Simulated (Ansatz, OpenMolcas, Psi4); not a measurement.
## Predicting a hybrid from its neighbours: BH3O3 (boric acid)

BH3O3 has 7 atoms, charge 0, and is taken as a singlet. SMILES: `OB(O)O`. The shape is that of a PBE0-D4/def2-TZVP optimisation. This is a higher conformer, about 20 kJ/mol above the lowest found by a separate search.

The vertical energy of the triplet above the singlet y, in eV, basis def2-SVPD; a is the functional's share of exact exchange. Programs: Ansatz 0.2.0, OpenMolcas 26.06, Psi4 1.11.

```
functional     program     a  y (eV)
      TPSS  OpenMolcas     0    7.17
    r2SCAN      Ansatz     0    7.36
     TPSSh        Psi4   0.1       ?
     B3LYP      Ansatz   0.2    7.49
      PBE0      Ansatz  0.25    7.57
   r2SCAN0      Ansatz  0.25    7.66
     BHLYP      Ansatz   0.5    7.81
```

Problem. Fit y = c + s·a to the known rows and predict TPSSh.

Solution. 
1. Means of the 6 rows: a = 0.2000, y = 7.510.
2. Σ(Δa)² = 0.175, Σ(Δa·Δy) = 0.1985, so the slope is 0.1985/0.175 = 1.1343.
3. Intercept: 7.510 − (1.1343) × 0.2000 = 7.283. The largest residual of the fit is 0.11.
4. TPSSh: 7.283 + (1.1343) × 0.1 = 7.40 eV.

The run gave 7.38 eV, so the prediction is off by +0.02 eV, within the largest residual. The rows mix families of semi-local functionals, which the line can't see.
